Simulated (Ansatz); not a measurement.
`P[PH][GaH2]` + `N[SiH3]` → `[SiH3]NP` + `[PH2][GaH2]` at 500 K and 1 bar (cleavage of the P–P bond).

Isolated molecules relaxed with PBE0-D4/def2-TZVP in Ansatz; ΔE leaves out vibrations. CCSD(T)/CBS adds triple-zeta CCSD(T) − MP2 to the extrapolated MP2 energy (def2 sets, frozen cores). This one scheme is used for every species. For Ga outer-core shells are correlated without core-valence functions, which leaves a few kJ/mol of doubt a bond. Scalar relativity is left out up to krypton. Each species was taken in one conformer, which may not be the lowest.

| species | CCSD(T)/CBS energy (Eh) | H − E (kJ/mol) | S (J/(mol·K)) |
| --- | --- | --- | --- |
| `P[PH][GaH2]` | -2608.80809 | 150.3 | 390.6 |
| `N[SiH3]` | -346.80422 | 161.3 | 303.9 |
| `[SiH3]NP` | -688.33766 | 194.3 | 369.3 |
| `[PH2][GaH2]` | -2267.26620 | 110.9 | 330.7 |

H − E and S are ideal-gas, rigid-rotor, harmonic terms from PBE0-D4/def2-TZVP, for one conformer and one mirror image of each species. 1 Eh = 2625.50 kJ/mol, R = 8.31446 J/(mol·K).

By hand: ΔE, ΔH, ΔS and ΔG.

ΔE = (-688.33766) + (-2267.26620) − (-2608.80809) − (-346.80422) = 0.00845 Eh = 22.2 kJ/mol. Δ(H − E) = 194.3 + 110.9 − 150.3 − 161.3 = -6.4, so ΔH = 15.8 kJ/mol. ΔS = 369.3 + 330.7 − 390.6 − 303.9 = 5.5 J/(mol·K). ΔG = 15.8 − 500 × (5.5)/1000 = 13.1 kJ/mol.

By hand: the equilibrium constant, and the temperature at which ΔG would vanish if ΔH and ΔS stayed fixed.

log₁₀ K = −ΔG/(RT ln 10) = -1.4. ΔG = 0 at ΔH/ΔS = 2873 K, far beyond where these terms or the molecules hold.

The number of gas molecules stays the same, so ΔS is small and ΔH decides. A doubt of 5 kJ/mol in ΔE shifts log₁₀ K by 0.5 here. Other conformers and mirror images would add mixing entropy, several J/(mol·K) or more a flexible species. These are equilibria of isolated gas molecules and say nothing of rates. Largest T1 diagnostic: 0.014 (customary marks: 0.02 for closed shells, 0.045 for open ones).
